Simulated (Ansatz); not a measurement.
`O[Si](O)(O)O` + `O[SiH2]F` → `O[Si](O)(O)O[SiH2]F` + H₂O  (ligand exchange at the Si–O bond)

Program: Ansatz. Geometries: PBE0-D4/def2-TZVP. ΔE: electronic, gas phase. CCSD(T)/CBS adds triple-zeta CCSD(T) − MP2 to the extrapolated MP2 energy (def2 sets, frozen cores). This one scheme is used for every species. Functionals use def2-TZVPP. HSE06 is defined as in plane-wave codes. One conformer a species, not always the lowest.

| level | ΔE (kJ/mol) |
| --- | --- |
| HSE06-D4 | -14.7 |
| CAM-B3LYP-D4 | -16.1 |
| ωB97X-V | -13.7 |
| B2PLYP | -12.2 |
| HSE06 | -9.9 |
| MP2/def2-SVP | -14.6 |
| SCS-MP2/def2-TZVPP | -15.5 |
| MP2/CBS(def2) | -17.8 |

Question: What does CCSD(T)/CBS give? (An estimate is asked.)

Answer: The calculation gave: -18.5 kJ/mol. The listed levels differ from it by 3.8, 2.4, 4.8, 6.3, 8.6, 3.9, 3.0, 0.7 kJ/mol.

Largest T1 diagnostic among the species: 0.012.

Leaving LDA and LC-ωPBE aside and taking each functional with its dispersion term where it has one, the values, not all of them listed here, spread over 9.8 kJ/mol, from BHLYP-D4 to PBE-D4. The D4 term adds −8.0 kJ/mol with B3LYP and −4.9 kJ/mol with PBE0; it sums over pairs of atoms, weighted by their polarisabilities, and B3LYP, whose exchange is more repulsive, gets the larger term.

B3LYP here is the variant with VWN-RPA as its local correlation; programs differ in this.
